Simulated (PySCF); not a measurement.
# C2H9BSi, SMILES `CB(C)[SiH3]` (charge 0, multiplicity 1)

The numbers are results of ωB97X-D3(BJ)/def2-TZVP // B3LYP-D3(BJ)/def2-TZVP in PySCF, not measurements.

The HOMO is -10.00 eV, the dipole moment comes out as 1.33 D and the HOMO–LUMO gap comes out as 10.85 eV. The LUMO is 0.84 eV and the S1 excitation (TDA) is 4.88 eV. The S1 oscillator strength comes out as 0.009. The T1 excitation (TDA) is 4.08 eV and the S1–T1 gap (TDA) is 0.80 eV. The total energy is -10778.68 eV and the cost is around 3 core-minutes (rough).

```xyz
13

C     -0.9552    -1.2018    -0.6576
B     -0.1798     0.0057    -0.0376
C     -0.9580     1.2315     0.5423
Si     1.8473    -0.0230     0.0806
H     -1.9762    -0.9658    -0.9693
H     -1.0463    -1.9364     0.1590
H     -0.4366    -1.7227    -1.4643
H     -1.9906     1.0127     0.8273
H     -0.4584     1.7640     1.3539
H     -1.0144     1.9509    -0.2911
H      2.4383     1.3413     0.0398
H      2.2275    -0.6186     1.3935
H      2.5025    -0.8378    -0.9763
```
